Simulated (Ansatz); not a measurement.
Consider the cleavage of the Si–Al bond: `C[SiH2][Al]([F])[F]` + `C=C(O)F` → `C=C(F)O[SiH2]C` + `[F][AlH][F]`.

Program: Ansatz. Geometries: PBE0-D4/def2-TZVP. ΔE: electronic, gas phase. CBS: MP2 limit from def2 TZ/QZ plus the TZ coupled-cluster correction, frozen cores. This one scheme is used for every species. One conformer a species, not always the lowest.

```
              species  MP2/def2-QZVPP energy (Eh)
`C[SiH2][Al]([F])[F]`                  -771.78467
            `C=C(O)F`                  -252.74638
     `C=C(F)O[SiH2]C`                  -582.28301
        `[F][AlH][F]`                  -442.28600
```

(1) Work out ΔE.

Largest T1 diagnostic among the species: 0.013.

## Answers

(1) ΔE = (-582.28301) + (-442.28600) − (-771.78467) − (-252.74638) = -0.03796 Eh = -99.7 kJ/mol. CCSD(T)/CBS gives -89.5 kJ/mol.

The D4 term adds −4.3 kJ/mol with B3LYP and −2.4 kJ/mol with PBE0; it sums over pairs of atoms, weighted by their polarisabilities, and B3LYP, whose exchange is more repulsive, gets the larger term. From PBE to PBE0 (25 % exact exchange), in def2-TZVPP and without D4, ΔE moves by −7.6 kJ/mol.

B3LYP here is the variant with VWN-RPA as its local correlation; programs differ in this.
